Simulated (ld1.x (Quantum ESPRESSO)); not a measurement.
**Ranking TM potentials for bromine**

All share these settings but for the change named:

ld1.x (Quantum ESPRESSO) 7.5 input, shortened:

```
&input
   title='Br', zed=35., rel=1, dft='PBE', iswitch=3,
   config='[Ar] 3d10 4s2 4p5'
 /
 &inputp
   pseudotype=2, tm=.true., lloc=0,
   nlcc=.false.
 /
3
3P  2  1   6.00   0.00  0.70  0.70  0.0
3D  3  2  10.00   0.00  0.80  0.80  0.0
3S  1  0   2.00   0.00  0.55  0.55  0.0
 &test
   configts(1)='3s2 3p6 3d10 4s2 4p5'
 /
```

Occupied shells without a wave of their own: 4p, 4s. They enter only through the test configuration that unscreens the potential.

Test errors are all-electron minus pseudo excitation energies from the reference, over 3s2 3p6 3d10 4s2 4p4; 3s2 3p6 3d10 4s2 4p3; 3s2 3p6 3d10 4s2 4p2; 3s2 3p6 3d9 4s2 4p6; 3s1 3p6 3d10 4s2 4p5; 3s2 3p5 3d10 4s2 4p5; 3s2 3p6 3d9 4s2 4p5. None of these files shows a bound ghost.

The base gives 334.5 meV.

Of 9 variants that were run, those that failed, showed a ghost or another fault, or gave nearly equal values are left out.

A variant can come out equal or close to the base, since the largest error may sit in a test that the change hardly touches while other tests move.

Question: Rank these variants by their largest absolute test error, smallest first.
A. wave 3p (bound): rc 0.70 bohr becomes 3p (bound): rc 0.96 bohr
B. wave 3p (bound): rc 0.70 bohr becomes 3p (bound): rc 0.68 bohr
C. wave 3p (bound): rc 0.70 bohr becomes 3p (bound): rc 1.04 bohr
D. wave 3p (bound): rc 0.70 bohr becomes 3p (bound): rc 0.60 bohr
E. wave 3p (bound): rc 0.70 bohr becomes 3p (bound): rc 0.90 bohr

Answer: C (101.4 meV), D (246.4 meV), B (314.2 meV), A (356.9 meV), E (463.6 meV).
